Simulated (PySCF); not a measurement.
C6H6O, SMILES C#C[C@@H]1CC=CO1.

Geometry: B3LYP-D3(BJ)/def2-SVP. The structure was generated by enumeration; whether it is a known compound was not checked. The values are those of a single conformer.

All values below come from PySCF 2.14.0 with B3LYP-D3(BJ)/def2-SVP.

No scaling factor is applied to the harmonic values.

Computed vibrational spectrum:
| mode | ν (cm⁻¹) | IR (km/mol) | moving atoms (share of kinetic energy) |
|---|---|---|---|
| 1 | 46 | 0.4 | C 63 %, H 23 %, O 14 % |
| 2 | 177 | 1.7 | C 65 %, H 21 %, O 14 % |
| 3 | 240 | 1.9 | C 68 %, H 24 %, O 9 % |
| 4 | 436 | 8.7 | C 61 %, H 33 % |
| 5 | 488 | 7.8 | C 77 %, H 12 %, O 11 % |
| 6 | 550 | 10.9 | C 68 %, O 19 %, H 13 % |
| 7 | 689 | 34.9 | H 77 %, C 23 % |
| 8 | 713 | 35.5 | H 79 %, C 16 % |
| 9 | 726 | 29.5 | H 75 %, C 25 % |
| 10 | 745 | 4.9 | C 49 %, O 36 %, H 16 % |
| 11 | 819 | 6.0 | C 66 %, H 28 % |
| 12 | 849 | 5.1 | C 74 %, O 14 %, H 12 % |
| 13 | 924 | 6.0 | H 71 %, C 28 % |
| 14 | 943 | 42.6 | C 52 %, H 37 %, O 11 % |
| 15 | 976 | 22.6 | C 62 %, H 32 % |
| 16 | 1020 | 9.5 | C 57 %, H 37 % |
| 17 | 1050 | 8.3 | C 58 %, H 42 % |
| 18 | 1088 | 53.9 | H 44 %, C 36 %, O 20 % |
| 19 | 1164 | 55.6 | H 71 %, C 18 %, O 11 % |
| 20 | 1167 | 50.7 | H 74 %, C 20 % |
| 21 | 1274 | 15.5 | H 75 %, C 16 %, O 9 % |
| 22 | 1293 | 11.0 | H 65 %, C 34 % |
| 23 | 1342 | 32.5 | H 66 %, C 33 % |
| 24 | 1373 | 4.2 | H 53 %, C 42 % |
| 25 | 1468 | 1.5 | H 91 %, C 9 % |
| 26 | 1697 | 71.4 | C 89 %, H 10 % |
| 27 | 2231 | 1.2 | C 91 %, H 9 % |
| 28 | 3030 | 30.8 | H 94 % |
| 29 | 3070 | 13.5 | H 92 % |
| 30 | 3089 | 13.7 | H 91 %, C 9 % |
| 31 | 3229 | 1.8 | H 92 %, C 8 % |
| 32 | 3255 | 3.4 | H 90 %, C 10 % |
| 33 | 3471 | 66.3 | H 85 %, C 15 % |
